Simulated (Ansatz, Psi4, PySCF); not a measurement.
C₄H₁₂Ge, charge -1, doublet, at the geometry of the source list (a state made from the parent by changing its charge; the spin is typed, not shown lowest) (in this run its highest filled SCF level lies above zero, so its values depend strongly on the basis, on diffuse functions most of all). Base run: R2SCAN/STO-3G run with PySCF.

Here is a job for PySCF.
```python
from pyscf import gto, scf, dft

mol = gto.Mole()
mol.atom = '''
    Ge    0.73830000    1.69310000    0.19690000
    C    -0.05660000   -0.13480000   -0.01790000
    C    -0.23480000   -0.76880000    1.35770000
    C     0.87540000   -0.99630000   -0.86300000
    C    -1.41360000   -0.01690000   -0.70370000
    H     1.96980000    1.67370000    1.04740000
    H     1.12640000    2.30020000   -1.12050000
    H    -0.22250000    2.64310000    0.84550000
    H    -0.66120000   -1.77000000    1.26630000
    H     0.72300000   -0.85220000    1.86990000
    H    -0.90450000   -0.16830000    1.97240000
    H     1.84840000   -1.09430000   -0.38190000
    H     1.02290000   -0.55210000   -1.84820000
    H     0.45900000   -1.99480000   -0.99710000
    H    -1.30850000    0.41750000   -1.69900000
    H    -2.08280000    0.61920000   -0.11980000
    H    -1.87860000   -0.99840000   -0.80510000
'''
mol.basis = 'sto-3g'
mol.charge = -1
mol.spin = 1
mol.verbose = 3
mol.build()

mf = dft.UKS(mol)
mf.xc = 'r2scan'
mf.kernel()
```

The same geometry, method and basis name were run in Ansatz (a program for electronic structure) and Psi4 and PySCF, at each program's defaults and at the settings that a row names. The base is PySCF at its defaults. Differences at the defaults can come from grids, fitting, cores and function types together. The rows with settings made alike still differ; the cause (another SCF solution, basis table, core potential or functional code) wasn't traced.

| code and settings | ΔE vs base (mEh) | basis functions | E (Eh) | SCF cycles |
|---|---|---|---|---|
| PySCF, defaults (exact integrals, its default grid, spherical functions) | 0.000 | 50 | -2210.48370 | 11 |
| Psi4, defaults (density fitting with its default set, its default grid, spherical functions) | -7.297 | 50 | -2210.49100 | 11 |
| Ansatz, defaults (factorised integrals, its default grid, spherical functions) | -0.656 | 50 | -2210.48436 | - |
| PySCF, density fitting with def2-universal-jkfit | -3.329 | 50 | -2210.48703 | 11 |
| PySCF, fine grid | -0.467 | 50 | -2210.48417 | 11 |
| Psi4, exact integrals, spherical functions, fine grid | 0.453 | 50 | -2210.48325 | 14 |
| Ansatz, high accuracy | -0.656 | 50 | -2210.48435 | - |

Open shells are given as the SCF converged; they aren't shown to be the lowest states, and a large step between rows can be another state.
